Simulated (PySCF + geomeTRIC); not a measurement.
Calculation: r2SCAN-D4/def2-TZVP run with PySCF + geomeTRIC. fastk is a local helper that only speeds up exchange builds. No frequencies were computed at this level.

```python
import json, numpy as np
from pyscf import gto, dft
from fastk import lowrank_exchange
atoms = """
C     -1.211433    -0.041277    -0.047234
B      0.167183    -0.035026    -0.162970
B      1.756082     0.036084    -0.045177
O      2.927819     0.127989     0.171725
H     -1.695234     0.049582     0.916349
H     -1.944417    -0.137353    -0.832693
"""
def scf(charge, spin, dm0=None):
    mol = gto.M(atom=atoms, basis='def2-tzvp', ecp={}, charge=charge, spin=spin, verbose=3, max_memory=3780)
    mf = dft.KS(mol, xc='r2scan').density_fit(auxbasis="def2-universal-jkfit")
    mf.disp = 'd4'
    mf.grids.level = 4
    mf.conv_tol = 1e-8
    mf.max_cycle = 60
    mf.kernel(dm0)
    if not mf.converged:
        mf = mf.newton().run(mf.mo_coeff, mf.mo_occ).undo_soscf()
    return mf
mf = scf(0, 0)
from pyscf.geomopt.geometric_solver import kernel as optimize
path = []
done, mol = optimize(mf, maxsteps=80, assert_convergence=False, callback=lambda env: path.append((env["energy"], bool(env["g_scanner"].converged))))
res = dict(converged=bool(done and path[-1][1]), energy=path[-1][0], path=[e for e, c in path], xyz=mol.atom_coords(unit="Angstrom").tolist(), nao=mol.nao)
json.dump(res, open("result.json", "w"))
```

Output:

```
converged SCF energy = -164.179573381582
Geometry optimization cycle 1
converged SCF energy = -164.179573382464
cycle 1: E = -164.179573382  dE = -164.18  norm(grad) = 0.0354216
Geometry optimization cycle 2
converged SCF energy = -164.180948822178
cycle 2: E = -164.180948822  dE = -0.00137544  norm(grad) = 0.00629762
Geometry optimization cycle 3
converged SCF energy = -164.181242006584
cycle 3: E = -164.181242007  dE = -0.000293184  norm(grad) = 0.00502348
Geometry optimization cycle 4
converged SCF energy = -164.181578198688
cycle 4: E = -164.181578199  dE = -0.000336192  norm(grad) = 0.00694151
Geometry optimization cycle 5
converged SCF energy = -164.181623967018
cycle 5: E = -164.181623967  dE = -4.57683e-05  norm(grad) = 0.00299058
Geometry optimization cycle 6
converged SCF energy = -164.181631575544
cycle 6: E = -164.181631576  dE = -7.60853e-06  norm(grad) = 0.000731363
Geometry optimization cycle 7
converged SCF energy = -164.181633879639
cycle 7: E = -164.18163388  dE = -2.30409e-06  norm(grad) = 0.000979187
Geometry optimization cycle 8
converged SCF energy = -164.181633030824
cycle 8: E = -164.181633031  dE = 8.48815e-07  norm(grad) = 0.00149079
Geometry optimization cycle 9
converged SCF energy = -164.181631441432
cycle 9: E = -164.181631441  dE = 1.58939e-06  norm(grad) = 0.00112773
Geometry optimization cycle 10
converged SCF energy = -164.181632273487
cycle 10: E = -164.181632273  dE = -8.32055e-07  norm(grad) = 0.000668149
<class 'geometric.internal.Distance'> : 5
<class 'geometric.internal.Angle'> : 2
<class 'geometric.internal.LinearAngle'> : 4
<class 'geometric.internal.OutOfPlane'> : 1
<class 'geometric.internal.TranslationX'> : 1
<class 'geometric.internal.TranslationY'> : 1
<class 'geometric.internal.TranslationZ'> : 1
<class 'geometric.internal.RotationA'> : 1
<class 'geometric.internal.RotationB'> : 1
<class 'geometric.internal.RotationC'> : 1
Step    0 : Gradient = 1.446e-02/2.375e-02 (rms/max) Energy = -164.1795733825
Step    1 : Displace = 2.741e-02/3.864e-02 (rms/max) Trust = 1.000e-01 (=) Grad = 2.571e-03/3.477e-03 (rms/max) E (change) = -164.1809488222 (-1.375e-03) Quality = 1.112
Step    2 : Displace = 2.843e-02/3.684e-02 (rms/max) Trust = 1.414e-01 (+) Grad = 2.051e-03/3.022e-03 (rms/max) E (change) = -164.1812420066 (-2.932e-04) Quality = 1.536
Step    3 : Displace = 6.642e-02/8.281e-02 (rms/max) Trust = 2.000e-01 (+) Grad = 2.834e-03/4.993e-03 (rms/max) E (change) = -164.1815781987 (-3.362e-04) Quality = 1.128
Step    4 : Displace = 2.114e-02/2.647e-02 (rms/max) Trust = 2.828e-01 (+) Grad = 1.221e-03/2.022e-03 (rms/max) E (change) = -164.1816239670 (-4.577e-05) Quality = 1.101
Step    5 : Displace = 7.022e-03/9.317e-03 (rms/max) Trust = 3.000e-01 (+) Grad = 2.986e-04/4.559e-04 (rms/max) E (change) = -164.1816315755 (-7.609e-06) Quality = 0.697
Step    6 : Displace = 1.606e-03/1.955e-03 (rms/max) Trust = 3.000e-01 (=) Grad = 3.998e-04/6.661e-04 (rms/max) E (change) = -164.1816338796 (-2.304e-06) Quality = 0.688
Step    7 : Displace = 2.501e-03/3.430e-03 (rms/max) Trust = 3.000e-01 (=) Grad = 6.086e-04/8.997e-04 (rms/max) E (change) = -164.1816330308 (+8.488e-07) Quality = -0.136
Step    8 : Displace = 1.261e-03/1.889e-03 (rms/max) Trust = 1.251e-03 (-) Grad = 4.604e-04/6.946e-04 (rms/max) E (change) = -164.1816314414 (+1.589e-06) Quality = -0.261
Step    9 : Displace = 6.717e-04/9.880e-04 (rms/max) Trust = 6.253e-04 (-) Grad = 2.728e-04/3.572e-04 (rms/max) E (change) = -164.1816322735 (-8.321e-07) Quality = 0.157
Converged! =D
```

Cost: about 4 core-minutes (a rough figure).
